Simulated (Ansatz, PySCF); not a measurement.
Spin states of HLaO (SMILES [OH][La]), each relaxed with B3LYP-D3(BJ)/def2-TZVP.
State 1 (charge 0, multiplicity 1):
```xyz
3

La    -1.11560    -0.88896    -0.97724
O      0.23295     0.21606     0.18732
H      0.84947     0.72028     0.71960
```
State 2 (charge 0, multiplicity 3):
| atom | x (Å) | y (Å) | z (Å) |
|---|---|---|---|
| La | -1.1330 | -0.8977 | -0.9915 |
| O | 0.2414 | 0.2215 | 0.1944 |
| H | 0.8585 | 0.7237 | 0.7268 |

Singlets are restricted, other states unrestricted; no spin–orbit coupling, no relativity up to Kr; see below for the cores. The largest T1 diagnostic is 0.026.

Correlated levels freeze the inner cores; with def2 sets outer-core shells near the valence are correlated too.

The values were computed with Ansatz (Gaussian orbitals); PySCF for the dispersion terms. Values without a source in brackets are computed. In def2 rows elements past Kr take small-core potentials, without spin–orbit coupling.

```json
[
 {"level": "PBE/def2-TZVPP", "energy of the multiplicity-3 state less that of the multiplicity-1 state (kcal/mol)": "1.24"},
 {"level": "BLYP/def2-TZVPP", "energy of the multiplicity-3 state less that of the multiplicity-1 state (kcal/mol)": "4.96"},
 {"level": "r2SCAN-D4/def2-TZVPP", "energy of the multiplicity-3 state less that of the multiplicity-1 state (kcal/mol)": "-7.27"},
 {"level": "r2SCANh/def2-TZVPP", "energy of the multiplicity-3 state less that of the multiplicity-1 state (kcal/mol)": "-6.66"},
 {"level": "B3LYP-D3(BJ)/def2-TZVPP", "energy of the multiplicity-3 state less that of the multiplicity-1 state (kcal/mol)": "3.97"},
 {"level": "BHLYP-D3(BJ)/def2-TZVPP", "energy of the multiplicity-3 state less that of the multiplicity-1 state (kcal/mol)": "3.18"},
 {"level": "B2PLYP-D3(BJ)/def2-TZVPP", "energy of the multiplicity-3 state less that of the multiplicity-1 state (kcal/mol)": "6.28"},
 {"level": "CCSD/def2-SVP", "energy of the multiplicity-3 state less that of the multiplicity-1 state (kcal/mol)": "…"},
 {"level": "CCSD(T)/def2-TZVPP", "energy of the multiplicity-3 state less that of the multiplicity-1 state (kcal/mol)": "…"}
]
```

Task: What belongs in the gaps?

Result: 
- CCSD/def2-SVP, energy of the multiplicity-3 state less that of the multiplicity-1 state (kcal/mol): 6.93
- CCSD(T)/def2-TZVPP, energy of the multiplicity-3 state less that of the multiplicity-1 state (kcal/mol): 8.54

Doubts at one or more of the structures used: a restricted determinant that unrestricted orbitals would lower (B2PLYP-D3(BJ)/def2-TZVPP, CCSD/def2-SVP, CCSD(T)/def2-TZVPP).

Ansatz is a first-principles code.
